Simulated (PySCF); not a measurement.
**Titanium: a sound run and one with changed settings**

Sound run: Ti [Ar] 3d2 4s2, Ti⁺ [Ar] 3d2 4s1. All numbers are calculated (PySCF 2.14, scalar relativity by spin-free X2C-1e, in cc-pVDZ-DK). In the sound run the correlated levels freeze [Ar]. The sound run starts from symmetry-adapted Hartree-Fock orbitals and uses a fine grid where one is needed.

Changed run: initial guess minao, at most 50 SCF cycles.

```json
{"species": "Ti", "method": "UHF", "sound run (hartree)": "-852.74464", "changed run (hartree)": "-852.70108", "converged": "yes"}
{"species": "Ti", "method": "PBE", "sound run (hartree)": "-853.48016", "changed run (hartree)": "-853.48155", "converged": "yes"}
{"species": "Ti", "method": "PBE0", "sound run (hartree)": "-853.51322", "changed run (hartree)": "-853.51322", "converged": "yes"}
{"species": "Ti", "method": "MP2", "sound run (hartree)": "-852.77964", "changed run (hartree)": "-852.74072", "converged": "yes"}
{"species": "Ti⁺", "method": "UHF", "sound run (hartree)": "-852.54015", "changed run (hartree)": "-852.49417", "converged": "yes"}
{"species": "Ti⁺", "method": "PBE", "sound run (hartree)": "-853.23492", "changed run (hartree)": "-853.24523", "converged": "yes"}
{"species": "Ti⁺", "method": "PBE0", "sound run (hartree)": "-853.27215", "changed run (hartree)": "-853.27696", "converged": "yes"}
{"species": "Ti⁺", "method": "MP2", "sound run (hartree)": "-852.54828", "changed run (hartree)": "-852.50604", "converged": "yes"}
```

Ionisation energy of Ti:

```
 method  sound run (eV)  changed run (eV)
    UHF           5.564             5.630
    MP2           6.296             6.386
SCS-MP2           6.445             6.526
```

The plain start fixes occupations by D2h representation alone, and Ti at UHF, Ti at PBE, Ti⁺ at UHF, Ti⁺ at PBE, Ti⁺ at PBE0 landed in another state (other ⟨L²⟩ or ⟨S²⟩). 

For comparison, NIST gives 6.828 eV between the lowest levels.
